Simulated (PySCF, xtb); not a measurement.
FH7OSi3, SMILES O[Si@@H](F)[SiH2][SiH3].

xtb 6.7.1 with GFN2-xTB at its own geometry gives an orbital gap of 3.98 eV and a dipole moment of 1.49 D.

Coordinates come from a r2SCAN-D4/def2-SVP optimisation. The structure was generated by enumeration; whether it is a known compound was not checked. Other conformers were not sampled.

Task: What does CAM-B3LYP/def2-TZVP run with PySCF give? (The exact figures need the calculation; the answer reports its results.)

Result: gap 9.74 eV (levels -9.22 and 0.52 eV), dipole 1.54 D.
